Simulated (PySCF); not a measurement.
## Correlation energy of Ne (neon, neutral)

[Ne], closed-shell 1S. Calculation: PySCF 2.14, in cc-pVTZ (4s3p2d1f, 30 functions); no relativity, point nucleus. Frozen: 1s2; 8 electrons correlated.

MP2 pair energies summed by pair of shells (mhartree):

```
 pair   energy  share (%)
2p-2p  -189.20       71.6
2s-2p   -65.56       24.8
2s-2s    -9.56        3.6
```

Total MP2 correlation energy: -264.32 mhartree.

Same-spin part -69.31 and opposite-spin part -195.01 mhartree; SCS-MP2 scales them by 1/3 and 6/5 to -257.12 mhartree.

```
  level  correlation energy (mhartree)
   CCSD                        -266.35
    (T)                          -4.25
CCSD(T)                        -270.60
```

Diagnostics: T1 = 0.0045, D1 = 0.0070, largest double amplitude 0.036.

Cost of the coupled-cluster step: 0.22 s of wall time on 1 thread of Neoverse-N1 (shared host), for 8 correlated electrons.

Iterations:

```
CC2 = 0
CCSD nocc = 4, nmo = 29
frozen orbitals [0]
max_cycle = 100
direct = 0
conv_tol = 1e-08
conv_tol_normt = 1e-06
diis_space = 8
diis_start_cycle = 0
Init t2, MP2 energy = -128.796184483803  E_corr(MP2) -0.264322847495248
Init E_corr(CCSD) = -0.264322847508563
cycle = 1  E_corr(CCSD) = -0.263527761560809  dE = 0.000795085948  norm(t1,t2) = 0.0150677
cycle = 2  E_corr(CCSD) = -0.266114869503155  dE = -0.00258710794  norm(t1,t2) = 0.00367146
cycle = 3  E_corr(CCSD) = -0.266241079198571  dE = -0.000126209695  norm(t1,t2) = 0.000947277
cycle = 4  E_corr(CCSD) = -0.266344533464011  dE = -0.000103454265  norm(t1,t2) = 0.00025773
cycle = 5  E_corr(CCSD) = -0.266348529011994  dE = -3.99554798e-06  norm(t1,t2) = 2.62995e-05
cycle = 6  E_corr(CCSD) = -0.266346752195658  dE = 1.77681634e-06  norm(t1,t2) = 3.37286e-06
cycle = 7  E_corr(CCSD) = -0.266346987143781  dE = -2.34948123e-07  norm(t1,t2) = 4.07019e-07
cycle = 8  E_corr(CCSD) = -0.266346983310827  dE = 3.83295445e-09  norm(t1,t2) = 3.21449e-08
CCSD converged
E(CCSD) = -128.798208619619  E_corr = -0.2663469833108268
CCSD(T) correction = -0.00424512947341155
```
